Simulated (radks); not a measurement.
Task: The oxygen anion O2-, [Ne], held by a Watson sphere: a shell of charge +2 at radius R that stands for the Madelung well of a crystal (potential energy -2/R inside, -2/r outside, in hartree with lengths in bohr). All-electron calculation, scalar-relativistic Kohn-Sham, PBE, spin-polarised, spherical densities, finite nucleus; Fermi nuclear charge, rms radius of each element as measured or else 0.836 A^(1/3) + 0.57 fm. Program: a radial shooting solver on a logarithmic mesh with Libxc functionals. Response by self-consistent Sternheimer equations with the Hartree and adiabatic LDA kernel, the relativistic mass of each level held fixed and spin-orbit coupling left out. The sphere does not respond.

| R (bohr) | e(1s) (eV) | e(2s) (eV) | e(2p) (eV) | <r> 2p (bohr) | sum of <r^2> (bohr^2) | X-ray form factor at sin(theta)/lambda = 0.2 1/angstrom | alpha (bohr^3) |
|---|---|---|---|---|---|---|---|
| 2.29 | -508.40 | -20.881 | -6.730 | 1.558 | 23.74 | 5.970 | 19.87 |
| 2.61 | -508.12 | -19.822 | -5.794 | 1.626 | 26.01 | 5.865 | 27.14 |
| 3.14 | -507.57 | -18.514 | -4.556 | 1.731 | 29.89 | 5.758 | 44.69 |
| 3.53 | -507.18 | -17.815 | -3.851 | 1.803 | 32.93 | 5.715 | 63.69 |

Estimate the row for R = 2.22 bohr.

Result: e(1s) (eV) -508.45; e(2s) (eV) -21.146; e(2p) (eV) -6.955; <r> 2p (bohr) 1.542; sum of <r^2> (bohr^2) 23.25; X-ray form factor at sin(theta)/lambda = 0.2 1/angstrom 5.998; alpha (bohr^3) 18.55.
